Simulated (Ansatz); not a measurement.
Ansatz results at the PBE0-D4/def2-TZVP geometry: LUMO energy (PBE0/def2-TZVPP) -0.75 eV; HOMO–LUMO gap (B3LYP/def2-TZVPP) 5.55 eV; HOMO–LUMO gap (ωB97M-V/def2-TZVPP) 9.73 eV.

Each molecule was computed in one conformer, which needn't be the lowest.

Q: Which molecule gave them?
A. `C[N](C)[Zr]([NH2])([F])[Cl]`
B. `[CH3][Zr]([NH2])([OH])[OH]`
C. `[OH][Zr]([OH])([F])[I]`
D. `O=C=[N][Zr]([OH])([F])[Cl]`

A: A. The others give `[CH3][Zr]([NH2])([OH])[OH]`: -0.10, 6.24, 9.94; `O=C=[N][Zr]([OH])([F])[Cl]`: -1.77, 6.72, 11.46; `[OH][Zr]([OH])([F])[I]`: -1.01, 6.08, 10.10.

B3LYP here is the variant with VWN-RPA as its local correlation; programs differ in this.
